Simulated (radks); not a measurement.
Problem. These are the eigenvalues of the occupied orbitals of an atom or ion with whole-number occupations (eV). Calculated with a radial shooting solver on a logarithmic mesh with Libxc functionals: Dirac Kohn-Sham, PBE, spin-unpolarised, spherical densities, finite nucleus; Fermi nuclear charge, rms radius of each element as measured or else 0.836 A^(1/3) + 0.57 fm.

orbital  eigenvalue
1s1/2     -12554.53
2s1/2     -1663.228
2p1/2     -1497.675
2p3/2     -1455.946
3s1/2     -262.3970
3p1/2     -205.5971
3p3/2     -199.4200
3d3/2     -101.7050
3d5/2     -100.7047
4s1/2      -43.8655
4p1/2      -30.5228
4p3/2      -29.8502

Which element is it, and in what charge state? The configuration may be excited. Open shells, if any, fill j = l - 1/2 first.

Solution. Z = 34, selenium, charge +2: Se2+ in [Ar] 3d8 4s2 4p4. The list shows which subshells hold electrons but not how many an open one holds; the 1s level, -461.37 hartree, gives Z - s = 30.4 by -(Z - s)^2/2, which with screening and relativity narrows Z to a few neighbours, and the depths of the outer levels then fix element, charge and occupations together.
